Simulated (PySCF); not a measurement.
**Frontier orbitals and the lowest excitations**

Compound: C6H13FO2.
Structure used (PBE0-D3(BJ)/def2-SVP), in Å, numbered top down from 1:
```
atom  x, y, z in Å
C1     3.5289    0.7076   -0.2578
C2     2.7641   -0.5321    0.1565
O3     1.4817   -0.2472    0.6821
C4     0.4708   -0.1656   -0.2109
F5     0.5932    0.9926   -0.9748
O6    -0.6821   -0.1424    0.4908
C7    -1.8886   -0.2299   -0.2652
C8    -2.8376   -1.1109    0.5205
C9    -2.4447    1.1574   -0.5298
H10    3.0380    1.2175   -1.0975
H11    4.5530    0.4373   -0.5576
H12    3.5897    1.4144    0.5827
H13    2.6707   -1.2377   -0.6915
H14    3.2989   -1.0619    0.9594
H15    0.5001   -0.9904   -0.9592
H16   -1.6607   -0.7189   -1.2327
H17   -2.4050   -2.1100    0.6735
H18   -3.0322   -0.6672    1.5087
H19   -3.7966   -1.2189   -0.0073
H20   -3.3823    1.0969   -1.1028
H21   -2.6519    1.6659    0.4242
H22   -1.7221    1.7620   -1.0931
```

Method used: TDDFT PBE0/def2-SVPD, vertical, gas phase, core orbitals frozen in the response in PySCF 2.14.0, density-fitted response routines.

Kohn–Sham orbitals with the atoms that hold most of them (Löwdin shares over 4%, at most four atoms; ? is withheld):

```json
{"orbital": "LUMO+2", "ε (eV)": "1.27", "atoms": "H15 11%, C1 9%, C9 8%, O3 7%"}
{"orbital": "LUMO+1", "ε (eV)": "1.01", "atoms": "C2 14%, C1 14%, H11 9%, H13 8%"}
{"orbital": "LUMO", "ε (eV)": "?", "atoms": "C8 11%, H15 10%, H16 9%, C4 8%"}
{"orbital": "HOMO", "ε (eV)": "-8.19", "atoms": "?"}
{"orbital": "HOMO-1", "ε (eV)": "-8.56", "atoms": "?"}
{"orbital": "HOMO-2", "ε (eV)": "-9.27", "atoms": "O6 18%, C7 18%, H16 11%, C8 9%"}
{"orbital": "HOMO-3", "ε (eV)": "-9.32", "atoms": "O3 26%, C2 15%, C1 8%, O6 8%"}
```

Give the leading atoms of the HOMO.

O6 (bonded to 2 C) 37%; O3 (bonded to 2 C) 24%; C9 (bonded to C and 3 H) 7%; C7 (bonded to 2 C, O and H) 7%. By element: oxygen 60%, carbon 14% or more.

Which atoms hold the HOMO-1, and with what shares?

O3 (bonded to 2 C) 34%; O6 (bonded to 2 C) 18%; C4 (bonded to F, 2 O and H) 8%; F5 (bonded to C) 8%. By element: oxygen 52%, carbon 8% or more, fluorine 8%.

What is the LUMO energy, and the HOMO–LUMO gap?

ε(LUMO) = 0.73 eV; the gap is 8.93 eV (0.3280 hartree).

The HOMO–LUMO gap is 8.93 eV. Where does the response calculation put the lowest singlet, and from which orbitals?

S1 is at 7.83 eV (f = 0.0058), 1.10 eV below the gap, made of HOMO→LUMO (92%). 

Give energy, strength and leading configuration of S1, S5 and S8, and follow the Löwdin shares of the leading atoms from the occupied to the empty orbital.

- S1 (7.83 eV, f 0.0058), HOMO→LUMO (92%): O6 37% → at most 9%, O3 24% → at most 9%, C8 at most 7% → 11%, H15 at most 7% → 10%
- S5 (8.69 eV, f 0.033), HOMO-1→LUMO+1 (75%): O3 34% → at most 9%, O6 18% → at most 9%, C2 at most 8% → 14%, C1 at most 8% → 14%
- S8 (8.90 eV, f 0.0047), HOMO-2→LUMO (76%): O6 18% → at most 9%, C7 18% → at most 9%, C8 9% → 11%, H15 at most 10% → 10%

Löwdin shares depend on the basis, the more so with diffuse functions.

One conformer stands for the species.
